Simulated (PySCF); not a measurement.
C9H8 (charge +1 and doublet state).
Structure used (GFN2-xTB), in Å, numbered top down from 1:
```xyz
17
C9H8 angstrom
C      4.9018   -0.1092    0.0805
C      3.8676   -0.6794    0.7382
C      2.5496   -0.3895    0.4514
C      1.3667   -0.1446    0.2101
C      0.0958    0.1220   -0.0535
C     -1.0830    0.3752   -0.3070
C     -2.4096    0.6486   -0.5830
C     -3.4547   -0.4793   -0.4136
C     -3.4383    0.6031    0.5710
H      5.9198   -0.3585    0.3294
H      4.7452    0.6089   -0.7089
H      4.0381   -1.4000    1.5309
H     -2.5837    1.3704   -1.3732
H     -4.2142   -0.4956   -1.1813
H     -3.0746   -1.4504   -0.1333
H     -4.1863    1.3812    0.5258
H     -3.0471    0.4094    1.5587
```

The hyperfine couplings belong to this conformer and change with its torsions.

The species is `[CH2+][CH]C#CC#CC1CC1` [radical] (charge +1).

Method: UKS B3LYP, pcH-1 on C H, non-relativistic, mean-field spin-orbit, GIAO in PySCF. Isolated species at its GFN2-xTB geometry (one conformer only). Couplings are sensitive to structure, and on GFN2-xTB geometries they can be far from those on DFT ones, by a factor of two or more for some ions and for spin on atoms past the first row. Stability of the SCF solution: not tested.

Principal values of hyperfine tensors in MHz (contact and dipolar terms together), for some of the nuclei:

```csv
atom,isotope,A1,A2,A3,alike by the symmetry of this geometry
C1,13C,0.18,0.75,83.36,none
H10,1H,-36.46,-24.64,-8.45,none
H11,1H,-33.78,-24.56,-9.06,none
C2,13C,-27.09,-18.49,-15.46,none
C4,13C,-27.36,-19.22,1.29,none
C3,13C,-7.24,-5.97,55.36,none
H16,1H,10.52,13.02,18.01,H14
C7,13C,-13.95,-12.97,9.49,none
```

(1) Split each tensor into its isotropic and traceless parts, and turn a_iso into mT with g = 2.0046.

(2) What spin density at the nucleus of C7 lies behind its contact coupling (g_N = 1.40482)?

(3) C8 (13C, g_N = 1.40482) isn't in the table. Its spin density at the nucleus is 0.007692 bohr⁻³. What is its contact coupling?

(4) Name the largest traceless tensor T of the table and describe it.

(5) What first-order splitting does H10 cause when the field lies along A1, A2 or A3 of its tensor (g taken as isotropic, no quadrupole term)?

Answers

(1) a_iso = (A1 + A2 + A3)/3, Ti = Ai − a_iso; 1 mT corresponds to 28.057 MHz.

| atom | a_iso (MHz) | a_iso (mT) | T1 | T2 | T3 |
| --- | --- | --- | --- | --- | --- |
| C1 | 28.10 | 1.001 | -27.92 | -27.35 | 55.26 |
| H10 | -23.19 | -0.826 | -13.28 | -1.45 | 14.73 |
| H11 | -22.47 | -0.801 | -11.31 | -2.09 | 13.41 |
| C2 | -20.34 | -0.725 | -6.74 | 1.86 | 4.89 |
| C4 | -15.10 | -0.538 | -12.27 | -4.12 | 16.39 |
| C3 | 14.05 | 0.501 | -21.29 | -20.02 | 41.31 |
| H16 | 13.85 | 0.494 | -3.33 | -0.83 | 4.16 |
| C7 | -5.81 | -0.207 | -8.14 | -7.16 | 15.30 |

(2) a_FC = (2μ0/3) gₑ μB g_N μN ρ(0)/(2S·h) = 800.24 MHz × g_N × ρ(0)/(2S), with ρ in bohr⁻³. With a_FC = -5.81 MHz and 2S = 1, ρ(0) = -0.005168 bohr⁻³.

(3) By the same relation, a_FC = 8.65 MHz. Its full tensor has the principal values 2.18, 2.48, 21.29 MHz.

(4) C1: -27.9, -27.3, 55.3 MHz, axial, in the ratio −1:−1:+2, the form that spin in one p orbital centred on that nucleus gives.

(5) 2 lines (I = 1/2), spaced by |A_i|/(g × 13.996): 1.30, 0.88, 0.30 mT along the axes of A1, A2 and A3.

The SMILES draws the unpaired electron on C2; the largest computed Mulliken spin population is on C1 (0.36 against -0.07).
